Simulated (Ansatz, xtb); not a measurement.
Species: HgCl (charge 0, doublet). The spin state was set by rule; other spins were not relaxed. SMILES of the parent species: [Cl][Hg]
Structure (B3LYP-D3(BJ)/def2-TZVP (Ansatz, a quantum-chemistry and plane-wave program) minimum search):
```xyz
2

Hg     0.0000     0.0000    -0.4308
Cl     0.0000     0.0000     2.0275
```
Charge 0, spin multiplicity 2.

Harmonic wavenumbers from GFN2-xTB (xtb, at its own minimum), cm⁻¹: 156.

**Question.** Give the harmonic wavenumbers at B3LYP-D3(BJ)/def2-TZVP (Ansatz, finite differences of forces, unscaled).

**Answer.** 239 cm⁻¹. Zero-point energy 0.3 kcal/mol.

**Question.** From these and the geometry, give the ideal-gas thermochemistry at 298.15 K and 1 atm (rigid rotor, harmonic oscillator).

**Answer.** Point group C∞v, rotational symmetry number 1. Rotational constants 2.776, 2.776 GHz. S(trans) 42.28, S(rot) 17.32, S(vib) 1.81, S(elec, spin only) 1.38, S 62.8 cal/(mol K). H(298) - H(0) 2.39 kcal/mol; G - E(el) -16.0 kcal/mol.
